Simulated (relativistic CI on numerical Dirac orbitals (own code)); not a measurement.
**Ba: from the plainest model towards the measured levels**

Calculated with a relativistic CI code on KLI orbitals (one set per configuration, finite nucleus), adding one ingredient at a time: step 1, Dirac-Coulomb, each configuration alone; step 2, with Breit and QED terms; step 3, with configuration mixing; step 4, with scaled Slater integrals (0.85); step 5, with a P86 correlation estimate; step 6, tied to the ionisation limit. P86 is a density functional for the correlation energy, evaluated here for each configuration and added to its levels. Step 6 is semi-empirical: configurations made of the next ion and one excited electron move by -67 cm⁻¹, so that their limit matches the tabulated ionisation energy, and those with a non-penetrating f or g electron also take the P86 value of the least penetrating other one.

Configuration list (outside the closed core [Xe]): 6s2, 6s 5d, 6s 6p, 5d 6p, 6s 7p, 5d2, 6p2, 6s 6d, 6s 7s, 5d 6d, 6s 8s, 6s 4f, 6s 7d, 6s 8p, 6d2, 5d 7s.

Computed minus measured energy above the ground level, in cm⁻¹, for 7 of the 14 excited levels that pair in every step (one J of a term; a digit in brackets numbers repeated terms):

```csv
Configuration,Term,J,Measured,Step 1,Step 2,Step 3,Step 4,Step 5,Step 6
6s 5d,3D,1,9034,-1882,-1969,2190,1479,324,257
6s 5d,1D,2,11395,2457,2356,1892,1277,249,191
6s 6p,3P°,0,12266,-5772,-5784,-2165,-2427,-1577,-1642
6s 6p,1P°,1,18060,2643,2622,-786,-1683,-1108,-1154
5d 6p,3F°,3,22947,-4224,-4356,-129,-711,-933,-935
5d 6p,3D°,1,24192,-3348,-3469,791,-150,-374,-374
6s 7p,1P°,1,32547,-7141,-7164,-4373,-5481,-2928,-2978
```

Mean absolute errors in cm⁻¹, over all paired levels and for the configurations:

```csv
"Configuration, levels",Step 1,Step 2,Step 3,Step 4,Step 5,Step 6
"all, 14",3893,3960,1596,1604,959,963
"6s 5d, 4",2095,2143,2024,1339,219,160
"6s 6p, 4",4997,5006,1841,2289,1508,1568
"5d 6p, 5",3799,3935,502,492,717,718
"6s 7p, 1",7141,7164,4373,5481,2928,2978
```

Measured levels: NIST Handbook of Basic Atomic Spectroscopic Data (Sansonetti and Martin, J. Phys. Chem. Ref. Data 34, 1559 (2005)).

The mean absolute error is lowest at step 5 (959 cm⁻¹), and the largest single drop is from step 2 to 3 (3960 to 1596). Mixing lowers the ground level by 4249, with 6p2 as its largest admixture; relative to it the configurations that move most are 5d 6p by +4244, 6s 5d by +2989, 6s 7p by +2791. Configurations whose own partners of that kind are not in the list rise by much of that lowering, so a short list can trade one imbalance for another. The P86 estimate moves 6s 7p by +2552, 6s 5d by -1120, 6s 6p by +781, and takes the mean absolute error of the excited configurations from 1604 to 959. Step 6 takes that error from 959 to 963.
